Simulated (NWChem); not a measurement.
C2HBrClF; SMILES Br/C(=C/Cl)F

Program: NWChem. Coordinates come from a PBE-D3(BJ)/def2-SVP optimisation. Hybrids' shares of exact exchange are those that their runs print; pure functionals count as 0. The functionals differ in more than this share.

| row | share of exact exchange | orbital gap (eV) |
|---|---|---|
| PBE/def2-SVP | 0.00 | 4.54 |
| N12/def2-SVP | 0.00 | 4.57 |
| TPSSh/def2-SVP | 0.10 | withheld |
| B3LYP/def2-SVP | 0.20 | 6.35 |
| B97-2/def2-SVP | 0.21 | 6.50 |
| PBE0/def2-SVP | 0.25 | 6.82 |

### Question
Fit a straight line of the last column on the one before it, predict the withheld value, and compare with the run.

### Answer

1. Means of the 5 shown rows: x = 0.132, y = 5.756. Slope Σ(x − x̄)(y − ȳ)/Σ(x − x̄)² = 0.5410/0.05948 = 9.096; intercept 4.555.
2. The shown rows scatter about the line by 0.022 (root mean square); the largest residual is +0.03, at B97-2/def2-SVP.
3. At x = 0.10 (TPSSh/def2-SVP; inside the shown range) the line gives 5.46.
4. The run gives 5.65, +0.19 from the line, 8.8 times the scatter.
